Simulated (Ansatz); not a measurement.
Gas-phase electronic energies from Ansatz, PBE0-D4/def2-TZVP geometries. CBS: MP2 limit from def2 TZ/QZ plus the TZ coupled-cluster correction, frozen cores. Open shells (•) are unrestricted, without spin–orbit coupling. For Br outer-core shells are correlated without core-valence functions, which leaves a few kJ/mol of doubt a bond. Scalar relativity is left out up to krypton. One conformer a species, not always the lowest.

Reaction (homolysis of the Al–N bond): `C[N](C)[Al]([SH])[Br]` → `[SH][Al][Br]`• + `C[N]C`•

| species | CCSD(T)/def2-TZVPP energy (Eh) |
| --- | --- |
| `C[N](C)[Al]([SH])[Br]` | -3347.53462 |
| `[SH][Al][Br]`• | -3213.11274 |
| `C[N]C`• | -134.26996 |

Question: Work out ΔE.

Answer: ΔE = (-3213.11274) + (-134.26996) − (-3347.53462) = 0.15192 Eh = +398.9 kJ/mol. CCSD(T)/CBS gives +408.8 kJ/mol.

Largest T1 diagnostic among the species: 0.014.

The D4 term adds +19.8 kJ/mol with B3LYP and +11.4 kJ/mol with PBE0; it sums over pairs of atoms, weighted by their polarisabilities, and B3LYP, whose exchange is more repulsive, gets the larger term. In def2-TZVPP, CCSD(T) changes the Hartree–Fock value by +124.8 kJ/mol (the triples alone add +9.3 kJ/mol) and MP2 by +154.7 kJ/mol; breaking electron pairs costs correlation energy, which Hartree–Fock lacks. From PBE to PBE0 (25 % exact exchange), in def2-TZVPP and without D4, ΔE moves by +6.7 kJ/mol.

B3LYP here is the variant with VWN-RPA as its local correlation; programs differ in this.
